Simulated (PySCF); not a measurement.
`O=[P@]1(P)C=Cc2ccccc21`: 4 charge schemes on one density

Compound: C₈H₈OP₂.
Z-matrix (Å and degrees, GFN2-xTB geometry), rows numbered from 1:
```
O 
P   1  1.4697
P   2  2.1861  1  111.40
C   2  1.8246  1  117.92  3  -127.98
C   4  1.3352  2  110.56  1  -125.49
C   5  1.4550  4  115.69  2     1.05
C   6  1.3868  5  126.86  4   179.58
C   7  1.3867  6  119.07  5  -178.89
C   8  1.3863  7  120.95  6    -0.30
C   9  1.3890  8  120.40  7    -0.15
C  10  1.3776  9  118.65  8     0.83
H   3  1.3935  2   89.91  1   -68.06
H   3  1.3922  2   93.59  1  -161.25
H   4  1.0769  2  123.52  1    54.60
H   5  1.0804  4  124.21  2   179.94
H   7  1.0806  6  120.37  5     1.05
H   8  1.0799  7  119.51  6   179.58
H   9  1.0797  8  119.81  7   179.85
H  10  1.0804  9  121.22  8   180.00
```

Density: PBE0/pcSseg-1 (PySCF); schemes: Mulliken, IAO, Hirshfeld and ESP-fitted. One conformer (not necessarily the lowest) at the GFN2-xTB geometry, without solvent, vibrations or thermal averaging.

Which atoms carry the lowest charge in the Mulliken, IAO, Hirshfeld and ESP-fitted schemes?

All schemes agree: Mulliken O1 (-0.569); IAO O1 (-0.895); Hirshfeld O1 (-0.397); ESP-fitted O1 (-0.554).

At which atom do the 4 schemes differ most?

At P2: from +0.366 (Hirshfeld) to +1.349 e (IAO), 0.983 e apart.

For which atoms does the sign change between the 4 schemes (beyond +0.03 e in one, beyond −0.03 e in another)?

P3, C5 and C6. Atomic charges aren't observables, and each scheme defines them in its own way.

Give the atomic charges in each scheme.

In e:

```
atom                  environment  Mulliken     IAO  Hirshfeld  ESP-fitted
  O1            phosphoryl oxygen    -0.569  -0.895     -0.397      -0.554
  P2        phosphoryl phosphorus    +0.891  +1.349     +0.366      +0.685
  P3  three-coordinate phosphorus    +0.013  -0.037     +0.050      -0.257
  C4             alkene CH carbon    -0.375  -0.428     -0.099      -0.362
  C5             alkene CH carbon    +0.057  -0.123     -0.031      -0.225
  C6  substituted aromatic carbon    -0.140  +0.001     -0.005      +0.190
  C7           aromatic CH carbon    +0.017  -0.154     -0.044      -0.246
  C8           aromatic CH carbon    -0.069  -0.138     -0.037      -0.133
  C9           aromatic CH carbon    -0.063  -0.148     -0.040      -0.136
 C10           aromatic CH carbon    -0.008  -0.128     -0.034      -0.202
 C11  substituted aromatic carbon    -0.451  -0.276     -0.061       0.000
 H12                 P–H hydrogen    +0.074  +0.004     +0.001      +0.132
 H13                 P–H hydrogen    +0.054  -0.002     -0.010      +0.088
 H14             vinylic hydrogen    +0.124  +0.173     +0.059      +0.198
 H15             vinylic hydrogen    +0.085  +0.160     +0.060      +0.185
 H16            aromatic hydrogen    +0.074  +0.156     +0.054      +0.165
 H17            aromatic hydrogen    +0.099  +0.159     +0.056      +0.153
 H18            aromatic hydrogen    +0.098  +0.160     +0.056      +0.151
 H19            aromatic hydrogen    +0.091  +0.166     +0.059      +0.168
```

Mean size of the charges over all atoms: IAO 0.245 e, ESP-fitted 0.223 e, Mulliken 0.176 e, Hirshfeld 0.080 e. Each set sums to the total charge, 0, to within 0.001 e. The ESP scheme fits charges at the nuclei, held to the total charge, to the electrostatic potential on points at 1.4 to 2.0 times the van der Waals radii.

Sum the charges by element, for elements with more than one atom.

| element | atoms | Mulliken | IAO | Hirshfeld | ESP-fitted |
| --- | --- | --- | --- | --- | --- |
| P | 2 | +0.903 | +1.312 | +0.416 | +0.429 |
| C | 8 | -1.033 | -1.394 | -0.352 | -1.114 |
| H | 8 | +0.699 | +0.976 | +0.334 | +1.240 |

How many electrons does the Mulliken scheme count on C8?

Z − q = 6 − (-0.069) = 6.069.
